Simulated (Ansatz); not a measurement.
Born–Oppenheimer molecular dynamics of CH$_{4}$LiNSi (8 atoms, charge 0, multiplicity 1). It starts from a relaxed structure.

These are results of Ansatz 0.2.0, RKS PBE0-D4/STO-3G, not measurements.

```json
{
 "ensemble": "NVT, Nosé–Hoover chain",
 "time step": "0.5 fs",
 "steps asked": "266",
 "set temperature": "1000 K",
 "thermostat": "time constant 3 fs, chain length 1",
 "seed": "746236"
}
```

First frame:

```xyz
8
Properties=species:S:1:pos:R:3
Li -1.003 0.011 -2.066
Si -0.134 1.442 -0.880
C -0.277 -0.183 -0.173
N 0.192 -0.641 1.097
H 0.783 2.101 0.041
H -1.018 -0.954 -0.535
H 1.042 -0.114 1.405
H 0.415 -1.663 1.112
```

Q: How far do the bonds stretch over the last three quarters of this one trajectory? (Pairs bonded in most of those frames.)

A: 
```csv
bond,mean (Å),spread (Å),shortest,longest
Li1–Si2,2.235,0.069,2.13,2.37
Si2–C3,1.772,0.057,1.63,1.86
Si2–H5,1.475,0.030,1.41,1.54
C3–N4,1.427,0.035,1.38,1.49
C3–H6,1.117,0.050,1.03,1.24
N4–H7,1.046,0.011,1.02,1.08
N4–H8,1.046,0.010,1.02,1.07
```

Mean temperature of the second half: 1017 K. The conserved energy stayed within 0.63 meV per atom of its start (net change 0.29 meV per atom), so the integration is sound. A run of 0.13 ps of so small a system gives no equilibrium averages. The orbitals stay closed-shell, which can raise the energy where a bond breaks towards radicals; this wasn't checked here. Limits of this set-up: minimal basis.

The run took 3.8 min on 1 thread of Arm Neoverse V2 (shared host), peak memory 0.078 GiB.
